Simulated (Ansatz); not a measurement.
C3H5FSi can be A, `FC1C=C[SiH2]1`, or B, `FC1([SiH3])C=C1`.

Calculated with Ansatz (gas phase, PBE0-D4/def2-TZVP geometries, no zero-point term in ΔE). CCSD(T)/CBS adds triple-zeta CCSD(T) − MP2 to the extrapolated MP2 energy (def2 sets, frozen cores). DFT in def2-TZVPP. B3LYP here is the variant with VWN-RPA as its local correlation; programs differ in this.

(1) Which isomer does CCSD(T)/CBS put lower? Give the gap. (An estimate is asked.)

(2) Give E(B) − E(A) in kJ/mol with CCSD(T)/def2-TZVPP, B3LYP, ωB97M-V, B2PLYP, HF/def2-TZVPP, r2SCAN-D4, B3LYP-D4. (An estimate is asked.)

Largest T1 diagnostic: 0.012.

Answers

(1) The calculation gave: A, by 127.1 kJ/mol.

(2) Computed: CCSD(T)/def2-TZVPP 128.6, B3LYP 119.3, ωB97M-V 124.1, B2PLYP 122.5, HF/def2-TZVPP 127.8, r2SCAN-D4 119.5, B3LYP-D4 120.3. None reverses the order clearly.

From PBE to PBE0 (25 % exact exchange), in def2-TZVPP and without D4, E(B) − E(A) moves by +6.4 kJ/mol.
